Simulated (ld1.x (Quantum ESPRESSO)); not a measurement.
## Before and after: RRKJ potential for argon

* Element: Ar
* Generator: ld1.x (Quantum ESPRESSO) 7.5
* Type: norm-conserving RRKJ (Kleinman–Bylander form)
* Functional: PBEsol
* Relativity: non-relativistic
* Frozen core: [Ne]
* Valence charge: 8
* Reference configuration: 3s2 3p6
* Partial waves: 3p (bound): rc 1.10 bohr; 3s (bound): rc 0.95 bohr
* Local potential: the s channel
* Core correction: none

Change: core correction a·sin(br)/r model core inside 1.00 bohr.

Cutoffs: the cutoffs (Ry, on a coarse ladder) from which the occupation-weighted sum of valence levels, in a spherical-Bessel basis at the reference potential, stays within 10 and 1 mRy of its value at 400 Ry; they do not see the model core or the augmentation charge, which bear on the density cutoff. Errors are all-electron minus pseudo energies relative to the spin-unpolarised reference configuration.

Task: Predict the effect on cutoff, ghosts and configuration errors.

Result: The potential gets neither clearly harder nor softer (120 Ry and 230 Ry → 120 Ry and 230 Ry); of the 6 tests that both files solve, the error grows in 0 and shrinks in 2 by more than 15 % and 0.3 meV (median size 25.7 → 18.4 meV); neither file shows a bound ghost. A model core, the more so a compact one, raises the density cutoff, which this test does not measure.

```csv
quantity,base,changed
"cutoff, loose",120 Ry,120 Ry
"cutoff, tight",230 Ry,230 Ry
bound ghosts,none,none
"error for 3s2 3p5, meV [ΔE 16.03 eV]",+5.7,+5.2
"error for 3s2 3p4, meV [ΔE 44.65 eV]",+35,+31
"error for 3s2 3p3, meV [ΔE 87.17 eV]",+116,+100
"error for 3s2 3p2, meV [ΔE 144.73 eV]",+286,+236
"error for 3s2 3p5.5, meV [ΔE 6.54 eV]",+1.1,+1.0
"error for 3s1 3p6, meV [ΔE 30.34 eV]",+16,+5.4
s: phases at 1.20 bohr within 0.05 rad from the reference energy up to (Ry; the scan ends near 5),to the end of the scan,to the end of the scan
p: phases at 1.20 bohr within 0.05 rad from the reference energy up to (Ry; the scan ends near 5),to the end of the scan,to the end of the scan
```
